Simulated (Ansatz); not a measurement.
Cost and result for the atomization energy of C2H7BrSi, SMILES `CC[SiH2]Br` (11 atoms, 10 bonds).

```xyz
11

C    -0.6696    0.1228    1.3077
C    -0.5168    0.4249   -0.1818
Si    0.9588   -0.4374   -0.9289
Br    1.1153    0.0517   -3.0978
H    -1.5381    0.6355    1.7275
H     0.2066    0.4459    1.8757
H    -0.8023   -0.9469    1.4897
H    -1.4085    0.1161   -0.7363
H    -0.4054    1.5002   -0.3526
H     2.2233   -0.0002   -0.2859
H     0.8367   -1.9126   -0.8173
```

The species carries charge 0 and has multiplicity 1. Correlated methods include outer-core shells of Br, which these sets cover unevenly. Scalar relativity is left out up to krypton. The geometry is a stationary point of PBE0-D4/def2-TZVP. It is one conformer, not always the lowest. Program: Ansatz. All runs use 4 threads of an INTEL XEON PLATINUM 8581C on a shared host. Times are those of one run each, without the atoms' runs, and a repeat can differ threefold. Electronic energies, without spin–orbit coupling; frozen cores. CCSD(T)/CBS adds CCSD(T) − MP2 in def2-TZVPP to the MP2 limit, and its time is that of the two runs behind it. T1 = 0.008. With those shells the extrapolation isn't a true limit. HSE06 is the plane-wave form, built on full-range PBE exchange.

CCSD(T)/CBS is a level of theory with its own doubt, some kJ/mol a heavy atom from the limit and from the frozen cores, so smaller differences don't rank the functionals.

```csv
level,functions,wall time
revPBE-D4/def2-TZVPP,250,1.6 s
BLYP-D4/def2-TZVPP,250,1.6 s
HSE06-D4/def2-TZVPP,250,2.8 s
CAM-B3LYP-D4/def2-TZVPP,250,2.9 s
r2SCAN-D4/def2-TZVPP (with forces),250,3.4 s
PBE-QIDH/def2-TZVPP,250,4.4 s
CCSD(T)/def2-SVP,113,4.5 s
ωB97X-V/def2-TZVPP,250,5.5 s
B97M-V/def2-TZVPP,250,6 s
ωB97M-V/def2-TZVPP (with forces),250,8 s
MP2/def2-QZVPP,483,19 s
CCSD(T)/def2-TZVPP,250,94 s
CCSD(T)/CBS(def2),–,110 s
```

Problem. What atomization energy does each give, and how far from CCSD(T)/CBS? (Best estimate.)

Solution. Computed: 
| level | atomization (kJ/mol) | difference from CCSD(T)/CBS | per bond |
| --- | --- | --- | --- |
| revPBE-D4/def2-TZVPP | 3819.4 | -56.3 | -5.6 |
| BLYP-D4/def2-TZVPP | 3821.0 | -54.7 | -5.5 |
| HSE06-D4/def2-TZVPP | 3869.9 | -5.8 | -0.6 |
| CAM-B3LYP-D4/def2-TZVPP | 3870.3 | -5.4 | -0.5 |
| r2SCAN-D4/def2-TZVPP (with forces) | 3874.4 | -1.3 | -0.1 |
| PBE-QIDH/def2-TZVPP | 3854.6 | -21.1 | -2.1 |
| CCSD(T)/def2-SVP | 3673.5 | -202.2 | -20.2 |
| ωB97X-V/def2-TZVPP | 3876.8 | 1.1 | 0.1 |
| B97M-V/def2-TZVPP | 3871.6 | -4.1 | -0.4 |
| ωB97M-V/def2-TZVPP (with forces) | 3870.0 | -5.7 | -0.6 |
| MP2/def2-QZVPP | 3860.3 | -15.4 | -1.5 |
| CCSD(T)/def2-TZVPP | 3782.6 | -93.1 | -9.3 |
| CCSD(T)/CBS(def2) | 3875.7 | 0.0 | 0.0 |

The D4 term adds +35.7 kJ/mol with B3LYP and +18.8 kJ/mol with PBE0; it sums over pairs of atoms, weighted by their polarisabilities, and B3LYP, whose exchange is more repulsive, gets the larger term. From r2SCAN to r2SCAN0 (25 % exact exchange), in def2-TZVPP and without D4, the atomization energy moves by −26.6 kJ/mol: exact exchange takes away binding that semilocal exchange gives to molecules. Leaving LDA and LC-ωPBE aside and taking each functional with its dispersion term where it has one, the values, not all of them listed here, spread over 90.3 kJ/mol, from BHLYP-D4 to PBE-D4. LDA lies +454.5 kJ/mol from PBE without D4, its usual overbinding.

B3LYP here is the variant with VWN-RPA as its local correlation; programs differ in this.
